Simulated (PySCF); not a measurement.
# A series of linear complexes of Different ions with SH ligands

All values are computed with PySCF: state-averaged CASSCF of the d shell with SC-NEVPT2, spin-free X2C, triple-zeta basis on the metal and double-zeta on the ligands, mean-field spin-orbit coupling; DFT geometries.

```tsv
complex	point group	M–L / Å	L–M–L / °	solvent
Ti(SH)2	C2h	2.33	180	none
Cr(SH)2	C2h	2.26	180	none
V(SH)2	C2h	2.29	180	none
Ni(SH)2	C2h	2.12	180	none
Mn(SH)2	C2h	2.28	180	none
Cu(SH)2	C2h	2.12	180	none
Fe(SH)2	C2h	2.23	180	none
Co(SH)2	C2h	2.17	180	none
```

For Cu(SH)2 the d shell alone is too small an active space: its values show what this model gives and aren't sound predictions.

Q: Rank by the spin-orbit constant ζ, lowest first.
A. Cu(SH)2
B. Cr(SH)2
C. Ti(SH)2
D. Ni(SH)2
E. Co(SH)2
F. Mn(SH)2
G. Fe(SH)2
H. V(SH)2

A: C (104 cm⁻¹), H (156 cm⁻¹), B (220 cm⁻¹), F (299 cm⁻¹), G (393 cm⁻¹), E (504 cm⁻¹), D (636 cm⁻¹), A (793 cm⁻¹).

Q: What are the ground states and moments?

A: 
| complex | shell | ground state (NEVPT2) | total orbital splitting (CASSCF fit) / cm⁻¹ | μeff(300 K) / μB |
| --- | --- | --- | --- | --- |
| Ti(SH)2 | d2 | 3Bg | 7748 | 3.11 |
| Cr(SH)2 | d4 | 5Bg | 5916 | 4.83 |
| V(SH)2 | d3 | 4Bg | 6697 | 3.69 |
| Ni(SH)2 | d8 | 3Bg | 4333 | 4.31 |
| Mn(SH)2 | d5 | 6Ag | 5188 | 5.92 |
| Cu(SH)2 | d9 | 2Bg | 3758 | 2.71 |
| Fe(SH)2 | d6 | 5Ag | 4840 | 6.23 |
| Co(SH)2 | d7 | 4Ag | 4595 | 6.00 |

In Ti(SH)2, V(SH)2, Fe(SH)2, Co(SH)2 the next state lies within 300 cm⁻¹ of the lowest, inside the method's error, so which of them is lowest is undecided.

In Ti(SH)2 the metal orbitals mix much with the ligands', for which an active space of the metal shell alone is small.
